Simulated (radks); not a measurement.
The numbers below are computed, except where a source is named.
Task: The mean radii <r> (bohr) of the occupied orbitals of an atom or ion are listed with their occupations. Code: a radial shooting solver on a logarithmic mesh with Libxc functionals. Model: scalar-relativistic Kohn-Sham, r2SCAN, spin-polarised, spherical densities, finite nucleus; meta-GGA in the generalised Kohn-Sham scheme; Fermi nuclear charge, rms radius of each element as measured or else 0.836 A^(1/3) + 0.57 fm.

| orbital | occ. | <r> |
|---|---|---|
| 1s down | 1 | 0.01744 |
| 1s up | 1 | 0.01744 |
| 2s up | 1 | 0.07360 |
| 2s down | 1 | 0.07360 |
| 2p up | 3 | 0.06624 |
| 2p down | 3 | 0.06624 |
| 3s up | 1 | 0.1903 |
| 3s down | 1 | 0.1903 |
| 3p up | 3 | 0.1912 |
| 3p down | 3 | 0.1912 |
| 3d up | 5 | 0.1733 |
| 3d down | 5 | 0.1733 |
| 4s up | 1 | 0.4233 |
| 4s down | 1 | 0.4234 |
| 4p up | 3 | 0.4502 |
| 4p down | 3 | 0.4502 |
| 4d up | 5 | 0.4783 |
| 4d down | 5 | 0.4783 |
| 5s up | 1 | 0.9809 |
| 5s down | 1 | 0.9770 |
| 4f up | 7 | 0.5353 |
| 4f down | 7 | 0.5339 |
| 5p up | 3 | 1.129 |
| 5p down | 3 | 1.123 |
| 5d up | 4 | 1.531 |
| 5d down | 2 | 1.539 |

Name the element and its charge.

Result: Z = 77, iridium, charge +3: Ir3+ in [Xe] 4f14 5d(up 4, down 2). The 1s radius gives Z: for a bare nucleus <r> = (2 gamma + 1)/(2Z) with gamma = sqrt(1 - (Z/c)^2), 0.01724 bohr for Z = 77, and screening makes it slightly larger (0.01744 here). The occupations add up to 74, and the charge is Z minus that.
